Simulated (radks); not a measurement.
Species: Sn10+. Configuration: [Kr] 4d4 (the NIST ground configuration). Calculated with a radial shooting solver on a logarithmic mesh with Libxc functionals: scalar-relativistic Kohn-Sham, PBE, spin-unpolarised, spherical densities, point nucleus.

Unscreened Slater integrals over Kohn-Sham orbitals (hartree).

integral,value
"F0(4d,4d)",0.98316
"F2(4d,4d)",0.50708
"F4(4d,4d)",0.34116
"F0(4d,4p)",1.0289
"F2(4d,4p)",0.53251
"G1(4d,4p)",0.67668
"G3(4d,4p)",0.42446
"F0(4d,4s)",1.0535
"G2(4d,4s)",0.52214
"F0(4d,3d)",1.2916
"F2(4d,3d)",0.30798
"F4(4d,3d)",0.14430
"G0(4d,3d)",0.10067
"G2(4d,3d)",0.11978
"G4(4d,3d)",0.092045
"F0(4p,4p)",1.0833
"F2(4p,4p)",0.57306
"F0(4p,4s)",1.1123
"G1(4p,4s)",0.76056
"F0(4p,3d)",1.3896
"F2(4p,3d)",0.35296
"G1(4p,3d)",0.11374
"G3(4p,3d)",0.11201
"F0(4s,4s)",1.1444
"F0(4s,3d)",1.4505
"G2(4s,3d)",0.12346
"F0(3d,3d)",2.9005
"F2(3d,3d)",1.4520
"F4(3d,3d)",0.92789

Derived for the open shells (J is the average intra-shell exchange parameter used in DFT+U). 4d: Racah B = F2/49 - 5 F4/441 = 0.006481 hartree, C = 35 F4/441 = 0.02708 hartree, C/B = 4.18, F4/F2 = 0.673, J = (F2 + F4)/14 = 0.06059 hartree.
